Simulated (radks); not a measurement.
The caesium anion Cs-, [Xe] 6s2, held by a Watson sphere: a shell of charge +1 at radius R that stands for the Madelung well of a crystal (potential energy -1/R inside, -1/r outside, in hartree with lengths in bohr). Method: scalar-relativistic Kohn-Sham, LDA (Slater exchange, Perdew-Wang correlation), spin-polarised, spherical densities, finite nucleus; Fermi nuclear charge, rms radius of each element as measured or else 0.836 A^(1/3) + 0.57 fm; computed with a radial shooting solver on a logarithmic mesh with Libxc functionals. Response by self-consistent Sternheimer equations with the Hartree and adiabatic LDA kernel, the relativistic mass of each level held fixed and spin-orbit coupling left out. The sphere does not respond.

R (bohr)  e(5s) (eV)  e(5p) (eV)  e(6s) (eV)  <r> 6s (bohr)  sum of <r^2> (bohr^2)  X-ray form factor at sin(theta)/lambda = 0.3 1/angstrom  alpha (bohr^3)
3.86         -27.709     -14.502      -3.171          5.036                  109.2                                                   37.950           288.4
4.26         -27.322     -14.107      -3.095          5.146                  111.7                                                   37.948           312.2
4.58         -27.077     -13.855      -3.025          5.242                  113.9                                                   37.945           335.1
5.24         -26.702     -13.464      -2.865          5.448                  118.8                                                   37.941           391.0
5.31         -26.669     -13.431      -2.848          5.470                  119.4                                                   37.940           397.6
5.51         -26.584     -13.342      -2.797          5.533                  120.9                                                   37.939           416.8
5.77         -26.486     -13.239      -2.732          5.613                  122.9                                                   37.938           443.0
6.06         -26.390     -13.139      -2.659          5.701                  125.2                                                   37.937           473.7
6.61         -26.238     -12.980      -2.523          5.861                  129.5                                                   37.935           535.4
